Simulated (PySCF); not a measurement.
**Working out the ionisation energy of S⁺**

S⁺ [Ne] 3s2 3p3 (4S) → S²⁺ [Ne] 3s2 3p2 (3P). Calculation: PySCF 2.14, in an even-tempered Gaussian basis (20 s from 0.028 bohr⁻², ratio 2.5; 14 p from 0.036 bohr⁻², ratio 2.5; 6 d from 0.67 bohr⁻², ratio 2.7; 5 f from 1 bohr⁻², ratio 2.7); the non-relativistic Hamiltonian (point nucleus). Frozen: 1s2; the 22 highest virtual orbitals dropped. Energies in hartree (1 hartree = 27.21139 eV):

| part | S⁺ (lower) | S²⁺ (upper) |
| --- | --- | --- |
| UHF | -397.172616 | -396.336836 |
| MP2 opposite-spin | -0.294262 | -0.287577 |
| MP2 same-spin | -0.108451 | -0.097795 |

Q: What does Hartree-Fock give?

A: (-396.336836) − (-397.172616) = 0.835780 hartree = 22.743 eV.

Q: What do MP2 and SCS-MP2 (6/5 opposite-spin, 1/3 same-spin) give?

A: The opposite-spin parts differ by 0.182 eV and the same-spin parts by 0.290 eV. MP2: 22.743 + (0.182) + (0.290) = 23.215 eV. SCS-MP2: 22.743 + 1.2 × (0.182) + (0.290)/3 = 23.058 eV.

A first-order spin-orbit estimate adds -0.061 eV to MP2 (outer shells), giving 23.154 eV against 23.338 eV (measured; NIST Atomic Spectra Database, ionization energies).

What remains against the reference includes basis incompleteness, the frozen core and correlation beyond second order.
